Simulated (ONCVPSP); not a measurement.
**Debugging a pseudopotential input (Se (Z = 34), ONCVPSP 4.0.1)**

Command:

```bash
oncvpsp.x < Se.dat > Se.out
```

Input:

```
# ATOM AND REFERENCE CONFIGURATION
# atsym  z   nc   nv     iexc    psfile
  Se 34.00    6    2        4      upf
#
#   n    l    f
    1    0    2.00
    2    0    2.00
    2    1    6.00
    3    0    2.00
    3    1    6.00
    3    2   10.00
    4    0    2.00
    4    1    4.00
#
# PSEUDOPOTENTIAL AND OPTIMIZATION
# lmax
    1
#
#   l,   rc,      ep,       ncon, nbas, qcut
    0    1.60    0.00    4    8    4.20
    1    1.65    0.00    5    9    4.50
#
# LOCAL POTENTIAL
# lloc, lpopt,  rc(5),   dvloc0
    0    5    1.60    0.00
#
# VANDERBILT-KLEINMAN-BYLANDER PROJECTORs
# l, nproj, debl
    0    5    0.50
    1    1    3.40
#
# MODEL CORE CHARGE
# icmod, fcfact, rcfact
    3    3.75    1.10
#
# LOG DERIVATIVE ANALYSIS
# epsh1, epsh2, depsh
   -2.00    5.00    0.02
#
# OUTPUT GRID
# rlmax, drl
    6.00    0.01
#
# TEST CONFIGURATIONS
# ncnf
    4
# nvcnf
#   n    l    f
    2
    4    0    2.00
    4    1    3.00
#
    2
    4    0    2.00
    4    1    2.00
#
    2
    4    0    2.00
    4    1    1.00
#
    2
    4    0    2.00
    4    1    3.50
#
```

This is an input that runs to its end, with one change: nproj of l = 0 set to 5.

Task: How does the run end?

Result: The program runs through. Ghost flags: none; the largest excitation error among the 4 tests with output is 38.1 meV, as for the unchanged input.

```
      AE_ref= -2.42996348D+03  AE_tst= -2.42768273D+03  dif=  2.28D+00
      PS_ref= -9.34948246D+00  PS_tst= -7.06733485D+00  dif=  2.28D+00
      PSP excitation error= -1.40D-03

Test configuration 4

   n   l     f        eae           eps        diff
   1   0  2.0000 -459.74127619
   2   0  2.0000  -59.24815080
   2   1  6.0000  -52.13417662
   3   0  2.0000   -8.03046385
   3   1  6.0000   -5.80589545
   3   2 10.0000   -2.13605401
   4   0  2.0000   -0.80469483   -0.80482896   -1.34D-04
   4   1  3.5000   -0.39655699   -0.39664213   -8.51D-05

    Total energies and differences
      AE_ref= -2.42996348D+03  AE_tst= -2.42980510D+03  dif=  1.58D-01
      PS_ref= -9.34948246D+00  PS_tst= -9.19106490D+00  dif=  1.58D-01
      PSP excitation error= -4.38D-05
```
